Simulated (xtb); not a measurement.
C2H5NO2Si, SMILES O[Si@@H]1C=NCO1. All values are semi-empirical tight-binding results from xtb (GFN2-xTB unless named), good for trends rather than for accurate numbers. Geometry optimised at GFN2-xTB. The structure was generated by enumeration; whether it is a known compound was not checked. Other conformers were not sampled.

Optimised geometry:

Bonded distances (Å): O1–Si2 1.618, O1–H7 0.955, Si2–C3 1.903, Si2–O6 1.642, Si2–H8 1.448, C3–N4 1.266, C3–H9 1.079, N4–C5 1.424, C5–O6 1.405, C5–H10 1.096, C5–H11 1.097. Angles (°): Si2–O1–H7 122.0, O1–Si2–C3 121.0, O1–Si2–O6 113.0, O1–Si2–H8 104.7, C3–Si2–O6 88.5, C3–Si2–H8 115.7, O6–Si2–H8 113.8, Si2–C3–N4 110.9, Si2–C3–H9 131.8, N4–C3–H9 117.3, C3–N4–C5 113.3, N4–C5–O6 113.1, N4–C5–H10 108.8, N4–C5–H11 108.2, O6–C5–H10 109.0, O6–C5–H11 109.5, H10–C5–H11 108.2, Si2–O6–C5 113.6.
Charge 0, spin multiplicity 1.

```json
{
 "orbital_gap": "3.07 eV",
 "dipole_moment": "1.08 D",
 "zero_point_energy": "46.5 kcal/mol",
 "G − E(el) at 298.15 K (modified RRHO)": "27.5 kcal/mol",
 "static polarisability (D4 model)": "65.6 bohr³",
 "solvation energy, GFN2-xTB/ALPB(water)": "-6.0 kcal/mol",
 "solvation energy, GFN2-xTB/ALPB(toluene)": "-3.7 kcal/mol"
}
```

Computed atomic charges and the Wiberg bond orders between heavy atoms:
charges (e) O1 -0.47, Si2 0.59, C3 -0.04, N4 -0.25, C5 0.15, O6 -0.40, H7 0.32, H8 -0.05, H9 0.04, H10 0.05, H11 0.05. Bond orders O1–Si2 1.18, Si2–C3 0.83, C3–N4 1.94, N4–C5 1.06, Si2–O6 1.07, C5–O6 0.98.
